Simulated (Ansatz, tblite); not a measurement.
Isomers of Ta$_{5}$Si$_{3}$⁺ (singlet), found by a short tight-binding search and relaxed with PBE-D4/def2-SVP in Ansatz.

In the def2 sets Ta takes a core potential; there is no spin–orbit coupling. The xTB rows come from tblite.

A: This restricted singlet of an open-shell metal (gap down to 0.46 eV) wasn't tested against broken symmetry. The restricted singlet is unstable towards broken spin symmetry in Hartree–Fock (as tested in another run); at r2SCAN-D4/def2-TZVP, PBE0-D4/def2-TZVP this wasn't settled. B: This restricted singlet of an open-shell metal (gap down to 0.54 eV) wasn't tested against broken symmetry.

Other spin states were run for one of them alone.

A:

```xyz
8

Ta    1.800    0.255    0.107
Ta    0.352    1.715   -1.469
Ta   -1.399    0.295    0.121
Ta    0.359    0.148    2.255
Ta    0.031    2.315    0.978
Si   -1.547   -2.164   -0.915
Si    0.205   -0.788   -1.716
Si    0.199   -1.775    0.639
```

B:

```
atom   x (Å)   y (Å)   z (Å)
 Ta1   0.135  -2.234   1.569
 Ta2  -0.912  -1.208  -0.535
 Ta3   1.089   0.114   1.805
 Ta4  -1.442  -0.124   1.967
 Ta5   1.561  -0.977  -0.638
 Si6  -0.213   1.261   0.013
 Si7  -0.392   2.680  -1.872
 Si8   0.174   0.489  -2.309
```

**Question.** Estimate which lies lowest at each level, and how far above it the others are (kcal/mol).

**Answer.** 
```csv
level,A,B
GFN1-xTB,0.0,22.9
PBE-D4/def2-TZVP,0.0,27.5
r2SCAN-D4/def2-TZVP,0.0,30.4
PBE0-D4/def2-TZVP,0.0,29.3
```
Point groups (tolerance 0.1 Å): A Cs, B not assigned. Lower isomers may exist.
